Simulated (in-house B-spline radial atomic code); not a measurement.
Results of a calculation; reference values are marked as such.
N in an electron gas of r_s = 2.4: phase shifts, screening, friction and resistivity

A nucleus sits in a uniform electron gas with a rigid positive background. The Kohn-Sham equations are solved self-consistently in the spin-unpolarised LDA (PW92), non-relativistic, on B-splines with outgoing waves at the boundary and partial waves to l = 8. The model has no lattice, no bands and no magnetic solution. Atomic units; δ_l are the phase shifts at the Fermi level, counted so that each bound state adds π, and good to about 0.0005.

The density parameter is r_s = 2.4 bohr, near that of the valence electrons of In (3 per atom, density 7.31 g/cm³, mass 114.82 u, which gives r_s = 2.41).

```csv
l,δ_l (rad)
0,4.7522
1,2.0132
2,0.0274
3,0.0080
4,0.0014
5,0.0004
6,0.0002
7,0.0002
8,0.0002
```

Bound levels below the band bottom (hartree): s -13.37, s -0.2165.

Task: Check the Friedel sum rule, and say where the screening charge sits.

Result: k_F = (9π/4)^(1/3)/r_s = 0.79965. The rule is Z = (2/π) Σ (2l + 1) δ_l. The terms are s 3.025, p 3.845, d 0.087, f 0.036 and 0.017 beyond, in all 7.010 against Z = 7. Bound states hold 4 s, 0 p, 0 d electrons, so the scattering states carry 3.01 in all; where a term is smaller than its bound count, the bound level has drawn weight out of the band.

Task: Find the transport cross section and the electronic stopping of a 2 keV N ion (mass 14.01 u).

Result: σ_tr = (4π/k_F²) Σ (l + 1) sin²(δ_l − δ_(l+1)). The terms for l = 0 to 3 are 0.1535, 1.6749, 0.0011, 0.0002, all together 1.8297, so σ_tr = 19.652 × 1.8297 = 35.957 bohr². With n = 3/(4π r_s³) = 0.01727, the friction coefficient is Q = n k_F σ_tr = 0.4966. For v well below v_F = 0.800, dE/dx = Q v; with 24801 eV per u at v = 1, v = √(2000/(24801 × 14.01)) = 0.0759, so dE/dx = 0.03767 hartree/bohr = 19.4 eV/nm. The largest term couples the p and d waves.

Task: What residual resistivity would 1 atomic per cent of such centres give in In?

Result: Δρ = k_F n_i σ_tr/n in atomic units of 21.74 μΩ·cm. With one host atom per 3 electrons, n_i/n = 0.01/3, so Δρ = 0.7996 × 0.00333 × 35.957 × 21.74 = 2.08 μΩ·cm. This is an atom added to the gas, as on an interstitial site.

Task: On a substitutional site the background of one host ion, a sphere holding 3 charges, is taken out. The phase shifts for l = 0 to 4 become 4.3539, 1.2874, -0.2557, -0.0714, -0.0139. What follows?

Result: The Friedel sum is now 4.00, for Z − 3 = 4. The sum in σ_tr is 2.1188, so σ_tr = 41.64 bohr² and Δρ = 2.41 μΩ·cm per atomic per cent, 1.16 times the value above. A real host ion scatters too, so this model doesn't give zero even for the host's own atom.
